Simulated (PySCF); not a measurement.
CH₆BFGeO. Atoms are numbered in the order given.

```xyz
11

B      0.6958     0.6745     0.0000
F      2.0311     0.7294     0.0000
Ge    -0.2359    -1.1952     0.0000
H     -1.1463    -1.3727     1.2336
H     -1.1463    -1.3727    -1.2336
H      0.7924    -2.3378     0.0000
O      0.0624     1.8629     0.0000
C     -1.3443     2.0345     0.0000
H     -1.6316     2.6054     0.8951
H     -1.6316     2.6054    -0.8951
H     -1.8807     1.0712     0.0000
```
Charge 0, spin multiplicity 1.

Geometry: TPSSh-D3(BJ)/def2-SVP. This is a generated structure with no PubChem entry under its InChIKey; it may be hypothetical. One conformer was computed; it need not be the lowest.

Computed with PySCF with TPSSh-D3(BJ)/def2-SVP.

Frequencies are harmonic and unscaled.

Computed normal modes with their intensities:
```tsv
mode	ν (cm⁻¹)	IR (km/mol)	Raman (Å⁴/amu)	depolarisation	moving atoms (share of kinetic energy)
1	69	0.1	0.1	0.75	H 96 %
2	84	0.0	0.1	0.75	H 96 %
3	143	1.7	0.5	0.40	C 41 %, H 23 %, Ge 18 %, F 10 %
4	172	3.3	0.1	0.75	O 50 %, H 21 %, C 15 %, F 13 %
5	257	3.5	1.5	0.21	F 59 %, Ge 22 %, H 8 %
6	344	24.0	1.0	0.75	H 59 %, B 31 %
7	352	7.8	1.8	0.25	O 48 %, H 21 %, Ge 13 %, B 9 %
8	512	20.4	5.9	0.61	H 71 %, O 13 %
9	547	30.7	6.4	0.11	F 45 %, C 17 %, B 15 %, H 12 %, O 9 %
10	604	1.7	2.9	0.75	B 54 %, H 37 %
11	823	159.6	15.7	0.66	H 97 %
12	895	25.4	26.1	0.75	H 99 %
13	899	29.8	32.4	0.75	H 98 %
14	1039	100.7	3.2	0.75	C 33 %, O 32 %, B 28 %
15	1169	22.0	5.1	0.75	H 64 %, C 19 %
16	1188	0.4	1.8	0.75	H 77 %, C 18 %
17	1271	156.3	1.1	0.06	B 51 %, F 21 %, O 11 %, H 9 %
18	1405	362.8	5.7	0.49	B 40 %, H 26 %, O 21 %, C 11 %
19	1485	1.6	13.3	0.75	H 96 %
20	1500	3.6	24.0	0.67	H 95 %
21	1513	89.4	3.2	0.72	H 65 %, B 17 %, O 14 %
22	2133	132.6	99.4	0.75	H 98 %
23	2135	74.9	204.6	0.06	H 99 %
24	2166	126.1	170.8	0.32	H 99 %
25	3027	33.2	148.8	0.03	H 97 %
26	3120	32.9	53.6	0.46	H 90 %, C 10 %
27	3138	16.4	98.5	0.75	H 90 %, C 10 %
```
